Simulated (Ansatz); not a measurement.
Reaction (redistribution): `Cl[SiH2]C#C[SiH2]Cl` + `C[O][GeH2][Cl]` → `Cl[SiH2][O][GeH2][Cl]` + `CC#C[SiH2]Cl`

Calculated with Ansatz (gas phase, PBE0-D4/def2-TZVP geometries, no zero-point term in ΔE). CCSD(T)/CBS is the MP2 limit (def2-TZVPP, def2-QZVPP) plus CCSD(T) − MP2 in def2-TZVPP, frozen cores. Functionals use def2-TZVPP. B3LYP here is the variant with VWN-RPA as its local correlation; programs differ in this. For Ge outer-core shells are correlated without core-valence functions, which leaves a few kJ/mol of doubt a bond. Scalar relativity is left out up to krypton. Each species was taken in one conformer, which may not be the lowest.

`Cl[SiH2]C#C[SiH2]Cl`:

Cartesian coordinates in Å:
```
Cl 0.814 -3.516 -0.588
Si 0.680 -1.723 -1.568
C 0.169 -0.435 -0.388
C -0.171 0.434 0.388
Si -0.682 1.723 1.568
Cl -0.787 3.521 0.593
H -0.334 -1.843 -2.636
H 2.009 -1.386 -2.120
H 0.322 1.828 2.647
H -2.020 1.397 2.104
```

`C[O][GeH2][Cl]`:

```xyz
9

C     0.922   -1.067    0.221
O     0.768    0.328    0.085
Ge   -0.861    0.951   -0.206
Cl   -0.616    3.069   -0.300
H     1.980   -1.268    0.399
H     0.352   -1.467    1.070
H     0.620   -1.608   -0.685
H    -1.779    0.609    0.977
H    -1.386    0.453   -1.562
```

`Cl[SiH2][O][GeH2][Cl]`:

Z-matrix (Å, degrees):
```
Si
O 1 1.626
Cl 1 2.057 2 110.0
H 1 1.477 2 108.0 3 117.7
H 1 1.478 2 111.5 3 -118.5
Ge 2 1.766 1 134.9 3 43.4
Cl 6 2.146 2 107.5 1 46.2
H 6 1.529 2 109.5 1 -71.1
H 6 1.527 2 106.2 1 162.4
```

`CC#C[SiH2]Cl`:

```xyz
10

C    -1.263   -1.860   -0.130
C    -0.482   -0.648   -0.026
C     0.174    0.364    0.059
Si    1.149    1.877    0.186
Cl    2.983    1.610   -0.704
H    -1.274   -2.397    0.821
H    -0.845   -2.523   -0.891
H    -2.296   -1.633   -0.406
H     0.469    2.989   -0.514
H     1.385    2.221    1.605
```

| level | ΔE (kJ/mol) | difference from CCSD(T)/CBS |
| --- | --- | --- |
| PBE-D4 | -169.3 | 6.7 |
| PBE0-D4 | -176.6 | -0.6 |
| B3LYP-D4 | -177.1 | -1.1 |
| ωB97X-V | -176.3 | -0.3 |
| B2PLYP | -175.3 | 0.7 |
| PBE | -166.5 | 9.5 |
| r2SCAN | -178.3 | -2.3 |
| PBE0 | -174.0 | 2.0 |
| B3LYP | -172.4 | 3.6 |
| MP2/def2-TZVPP | -179.9 | -3.9 |
| SCS-MP2/def2-TZVPP | -175.4 | 0.6 |
| CCSD/def2-TZVPP | -175.7 | 0.3 |
| HF/def2-QZVPP | -184.0 | -8.0 |
| MP2/def2-QZVPP | -181.7 | -5.7 |
| HF/CBS(def2) | -184.2 | -8.2 |
| CCSD/CBS(def2) | -178.2 | -2.2 |
| CCSD(T)/CBS | -176.0 | 0 |

Largest T1 diagnostic among the species: 0.011.

The D4 term adds −4.7 kJ/mol with B3LYP and −2.6 kJ/mol with PBE0; it sums over pairs of atoms, weighted by their polarisabilities, and B3LYP, whose exchange is more repulsive, gets the larger term. From PBE to PBE0 (25 % exact exchange), in def2-TZVPP and without D4, ΔE moves by −7.5 kJ/mol.
